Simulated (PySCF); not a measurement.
Computed shifts of a molecule C4H10O, PBE0/pcSseg-1 (PySCF), GIAO, gas phase, equivalent atoms averaged, in ppm (number of nuclei): ¹³C: 68.8 (1), 38.7 (1), 23.5 (1), 18.4 (1). ¹H: 3.92 (2), 1.76 (2), 1.34 (3), 1.31 (2), 0.37 (1). References: ¹³C against TMS (σ = 186.3 ppm); ¹⁷O against H2O (σ = 334.2 ppm); ¹H against TMS (σ = 31.56 ppm), references at their B3LYP-D3(BJ)/def2-TZVP geometries, non-relativistic. The structure is a stationary point at PBE0-D3(BJ)/def2-SVP. The values are those of a single conformer.

Question: Which molecule gave these data?
A) CCOCC
B) CC(C)(C)O
C) CC[C@H](C)O
D) CCCCO

Answer: D, CCCCO
